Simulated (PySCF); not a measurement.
PySCF 2.14 output of an unrestricted PBE calculation on a single atom or ion in aug-cc-pwCVTZ, with the non-relativistic Hamiltonian (point nucleus):

```
SCF conv_tol = 1e-09
number electrons alpha = 7  beta = 5
    J. P. Perdew, K. Burke, and M. Ernzerhof.,  Phys. Rev. Lett. 77, 3865 (1996)
    J. P. Perdew, K. Burke, and M. Ernzerhof.,  Phys. Rev. Lett. 78, 1396 (1997)
    J. P. Perdew, K. Burke, and M. Ernzerhof.,  Phys. Rev. Lett. 77, 3865 (1996)
    J. P. Perdew, K. Burke, and M. Ernzerhof.,  Phys. Rev. Lett. 78, 1396 (1997)
cycle= 1 E= -287.796707926242  delta_E= -0.00805  |g|= 0.0132  |ddm|= 0.32
cycle= 2 E= -287.796725533496  delta_E= -1.76e-05  |g|= 0.00724  |ddm|= 0.0283
cycle= 3 E= -287.796729758476  delta_E= -4.22e-06  |g|= 0.000181  |ddm|= 0.00291
cycle= 4 E= -287.796729765557  delta_E= -7.08e-09  |g|= 1.13e-05  |ddm|= 0.000268
cycle= 5 E= -287.796729765621  delta_E= -6.31e-11  |g|= 1.44e-06  |ddm|= 5.78e-05
converged SCF energy = -287.796729765621  <S^2> = 2.0000106  2S+1 = 3.0000071
```

The run itself started from symmetry-adapted Hartree-Fock orbitals and held the occupation by maximum overlap, on a logarithmic radial grid, so the iterations belong to that start.

Problem. Which element, charge and spin multiplicity is this?

Solution. Si(2+) (silicon, charge +2), multiplicity 3; the state was [Ne] 3p2, high-spin 3P determinant (an excited configuration).
